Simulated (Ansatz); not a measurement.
Frontier orbitals of H$_{3}$PTe, SMILES `P[TeH]`.

The species carries charge 0 and has multiplicity 1. Correlated methods include outer-core shells of Te, which these sets cover unevenly. Te takes the def2 core potential. The structure was optimised at the PBE0-D4/def2-TZVP level. Basis def2-TZVPP, Ansatz.

```json
{"functional": "PBE", "HOMO (eV)": "-5.48", "LUMO (eV)": "-2.05", "gap (eV)": "3.43"}
{"functional": "BLYP", "HOMO (eV)": "-5.30", "LUMO (eV)": "-1.94", "gap (eV)": "3.36"}
{"functional": "PBE0", "HOMO (eV)": "-6.51", "LUMO (eV)": "-1.26", "gap (eV)": "5.25"}
{"functional": "r2SCAN0", "HOMO (eV)": "-6.67", "LUMO (eV)": "-1.16", "gap (eV)": "5.51"}
{"functional": "BHLYP", "HOMO (eV)": "-7.38", "LUMO (eV)": "-0.40", "gap (eV)": "6.98"}
{"functional": "ωB97X-V", "HOMO (eV)": "-8.72", "LUMO (eV)": "0.71", "gap (eV)": "9.43"}
{"functional": "ωB97M-V", "HOMO (eV)": "-8.60", "LUMO (eV)": "0.55", "gap (eV)": "9.15"}
{"functional": "HF", "HOMO (eV)": "-8.75", "LUMO (eV)": "1.79", "gap (eV)": "10.54"}
```

Question: What is the vertical ionisation energy at frozen-core CCSD(T)/def2-TZVPP? (Estimate.)

Answer: Computed: 8.60 eV (T1 of the cation 0.013).

A quarter of exact exchange (PBE0) shifts PBE's HOMO by −1.04 eV and its LUMO by +0.79 eV; full exchange at long range (ωB97M-V) shifts them by −3.12 and +2.60 eV. The gap opens from 3.42 to 9.14 eV, since occupied levels lose self-interaction and empty ones feel all the electrons. A positive LUMO is unbound and depends on the basis. −ε(HOMO) differs from that ionisation energy by −3.12 eV with PBE and −0.00 eV with ωB97M-V.
